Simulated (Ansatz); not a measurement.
Isolated molecules relaxed with PBE0-D4/def2-TZVP in Ansatz; ΔE leaves out vibrations. CCSD(T)/CBS adds triple-zeta CCSD(T) − MP2 to the extrapolated MP2 energy (def2 sets, frozen cores). Functionals use def2-TZVPP. B3LYP here is the variant with VWN-RPA as its local correlation; programs differ in this. Elements past krypton have def2 core potentials. For Sn outer-core shells are correlated without core-valence functions, which leaves a few kJ/mol of doubt a bond. One conformer a species, not always the lowest.

Reaction (formal exchange of groups at the Sn–F bond): `[OH][Sn][F]` + `CC1=C(Cl)C1` → `[OH][Sn][Cl]` + `CC1=C(F)C1`

CCSD(T)/CBS gives +12.7 kJ/mol.

Q: Another level gave +6.3 kJ/mol. Which?
A. HF/def2-TZVPP
B. MP2/def2-TZVPP
C. PBE0/def2-TZVPP
D. B3LYP-D4/def2-TZVPP

A: D. B3LYP-D4 6.3, MP2/def2-TZVPP 16.1, PBE0 1.8, HF/def2-TZVPP -9.8 kJ/mol.

Largest T1 diagnostic among the species: 0.018.

In def2-TZVPP, CCSD(T) changes the Hartree–Fock value by +18.2 kJ/mol (the triples alone add +2.6 kJ/mol) and MP2 by +25.9 kJ/mol. From PBE to PBE0 (25 % exact exchange), in def2-TZVPP and without D4, ΔE moves by −5.3 kJ/mol.
